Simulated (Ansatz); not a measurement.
Mulliken charges of CH$_{6}$ClGaSi, SMILES `[SiH3][CH2][GaH][Cl]` from PBE/def2-TZVPP in Ansatz (PBE0-D4/def2-TZVP geometry).

| atom | x (Å) | y (Å) | z (Å) | charge (e) |
| --- | --- | --- | --- | --- |
| Si1 | -0.963 | 1.056 | 0.350 | 0.167 |
| C2 | 0.332 | -0.248 | 0.706 | -0.287 |
| Ga3 | 1.138 | -0.997 | -0.906 | 0.330 |
| Cl4 | 0.020 | -2.598 | -1.818 | -0.276 |
| H5 | -2.078 | 0.471 | -0.440 | -0.039 |
| H6 | -1.515 | 1.630 | 1.606 | -0.051 |
| H7 | -0.364 | 2.164 | -0.444 | -0.054 |
| H8 | 1.118 | 0.191 | 1.328 | 0.115 |
| H9 | -0.139 | -1.066 | 1.259 | 0.118 |
| H10 | 2.452 | -0.603 | -1.643 | -0.023 |

By hand: the dipole of these point charges (1 e Å = 4.8032 D).

Σ q r = (0.348, 0.327, 0.357) e Å, of length 0.596 e Å = 2.86 D.

How does the dipole of the full density compare? (Best estimate.)

Ansatz gave: (0.228, 0.237, 0.345) e Å, 2.29 D; the point charges give 1.25 times that, at 10° from its direction.

Point charges leave out the atoms' own dipoles, such as those of lone pairs, and Mulliken's split depends on the basis, so the two needn't agree.
